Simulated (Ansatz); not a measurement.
GeCl(OiPr)3 (C9H21ClGeO3) was relaxed with r2SCAN-D4 (def2-SVP) in Ansatz in these states: charge +1 doublet, charge -1 doublet, neutral singlet. The geometries follow in no particular order.

A:

```xyz
35

Ge   -1.0193   -0.2165   -0.0373
Cl   -2.6806   -1.3589   -0.6557
O     0.5199   -0.8593   -0.6885
C     0.6462   -1.8236   -1.7351
C     2.0076   -2.4763   -1.5944
C     0.4762   -1.0934   -3.0836
H    -0.1729   -2.5630   -1.6398
H     2.8138   -1.7324   -1.6863
H     2.1323   -3.2286   -2.3874
H     2.0950   -2.9732   -0.6170
H    -0.5182   -0.6262   -3.1475
H     1.2543   -0.3236   -3.1934
H     0.5765   -1.8322   -3.8925
O    -0.8160    0.1370    1.6507
C    -0.9832   -0.8149    2.7396
C    -0.4004   -0.1613    3.9707
C    -0.3455   -2.1490    2.3818
H    -2.0751   -0.9579    2.8682
H     0.6837   -0.0094    3.8516
H    -0.5708   -0.8002    4.8495
H    -0.8748    0.8131    4.1553
H    -0.8357   -2.6105    1.5072
H     0.7276   -2.0102    2.1706
H    -0.4488   -2.8570    3.2172
O    -1.0281    1.3559   -0.8828
C    -0.3076    2.5028   -0.4267
C    -1.2367    3.7040   -0.6338
C     0.9671    2.6218   -1.2690
H    -0.0582    2.3823    0.6418
H    -1.5124    3.8078   -1.6931
H    -0.7004    4.6090   -0.3103
H    -2.1476    3.5842   -0.0312
H     1.5923    1.7294   -1.1109
H     0.7211    2.7118   -2.3372
H     1.5187    3.5187   -0.9506
```

B:

```xyz
35

Ge   -1.309   -0.756   -0.340
Cl   -3.192   -0.375   -1.856
O     0.042   -0.058   -1.388
C    -0.166    0.710   -2.551
C     1.136    0.694   -3.347
C    -0.602    2.129   -2.192
H    -0.970    0.258   -3.168
H     1.950    1.142   -2.751
H     1.038    1.259   -4.290
H     1.422   -0.344   -3.585
H    -1.536    2.088   -1.610
H     0.173    2.616   -1.575
H    -0.773    2.739   -3.097
O    -0.090   -1.487    0.914
C     0.789   -2.501    0.517
C     0.832   -3.567    1.611
C     2.174   -1.917    0.232
H     0.434   -2.993   -0.421
H     1.170   -3.109    2.557
H     1.517   -4.397    1.357
H    -0.177   -3.977    1.778
H     2.082   -1.159   -0.559
H     2.563   -1.427    1.141
H     2.893   -2.695   -0.084
O    -1.843    0.617    0.739
C    -1.144    0.981    1.908
C    -2.090    1.840    2.742
C     0.149    1.721    1.570
H    -0.872    0.078    2.491
H    -2.380    2.738    2.170
H    -1.621    2.159    3.690
H    -3.008    1.277    2.970
H     0.783    1.080    0.940
H    -0.081    2.641    1.005
H     0.708    1.995    2.482
```

C:

Cartesian coordinates in Å:
```
Ge 0.0641 0.8079 0.6703
Cl 0.8369 2.0499 2.2502
O 0.9916 -0.6927 0.6672
C 1.2419 -1.4461 1.8671
C 2.4054 -2.3711 1.5608
C -0.0131 -2.1930 2.2935
H 1.5403 -0.7447 2.6715
H 2.1367 -3.0566 0.7413
H 2.6711 -2.9693 2.4459
H 3.2869 -1.7904 1.2516
H -0.8441 -1.4942 2.4781
H -0.3238 -2.8930 1.5010
H 0.1688 -2.7668 3.2158
O 0.2514 1.5456 -0.9065
C 1.5569 1.8494 -1.4399
C 1.4025 3.0992 -2.2872
C 2.0771 0.6546 -2.2227
H 2.2493 2.0686 -0.6016
H 0.6886 2.9117 -3.1052
H 2.3679 3.3966 -2.7253
H 1.0196 3.9315 -1.6783
H 2.1528 -0.2274 -1.5694
H 1.3877 0.4198 -3.0500
H 3.0714 0.8675 -2.6468
O -1.6560 0.6212 0.9633
C -2.5412 0.3458 -0.1452
C -3.9503 0.5313 0.3839
C -2.2922 -1.0502 -0.6957
H -2.3456 1.0886 -0.9419
H -4.1486 -0.1892 1.1933
H -4.6893 0.3739 -0.4169
H -4.0774 1.5464 0.7869
H -1.2538 -1.1601 -1.0484
H -2.4717 -1.8069 0.0849
H -2.9618 -1.2578 -1.5453
```

Task: Judge from the bond lengths which geometry belongs to which state (an estimate).

Result: A is the charge +1 doublet (Ge1–Cl2 2.109 Å, Ge1–O14 1.737 Å, Ge1–O3 1.791 Å); B is the charge -1 doublet (Ge1–Cl2 2.448 Å, Ge1–O14 1.895 Å, Ge1–O3 1.847 Å); C is the neutral singlet (Ge1–Cl2 2.153 Å, Ge1–O14 1.751 Å, Ge1–O3 1.764 Å).

At r2SCAN-D4/def2-SVP the highest occupied level of the relaxed charge -1 doublet lies above zero (up to 0.02 eV). By energy differences its removal costs 0.50 eV (each at its own geometry, to the charge 0 singlet, at PBE0-D4/def2-TZVP).
